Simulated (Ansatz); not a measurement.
```xyz
9

N    -0.941    0.444   -1.327
Nb   -0.304    0.294    0.289
N     1.624    0.039    0.007
O    -1.045   -1.217    1.175
F    -0.644    1.849    1.309
H    -1.401    0.615   -2.208
H     2.265   -0.180    0.758
H     2.105    0.042   -0.878
H    -1.660   -1.885    0.874
```

Charge 0, multiplicity 1. Nb takes the def2 core potential.

(1) List the PBE/def2-TZVPP orbital energies in eV (Ansatz). (An estimate is asked.)

## Answers

(1) Ansatz gave: Occupied: -659.01, -510.37, -380.21, -379.85, -61.23, -37.17, -37.01, -36.82, -27.63, -24.20, -20.58, -18.78, -12.33, -12.09, -10.71, -10.21, -9.85, -9.36, -9.34, -8.29, -8.00, -6.81, -6.59, -6.43. Lowest empty: -1.55, -1.22, -0.78, -0.60, -0.36, 0.00, 0.30, 0.52.
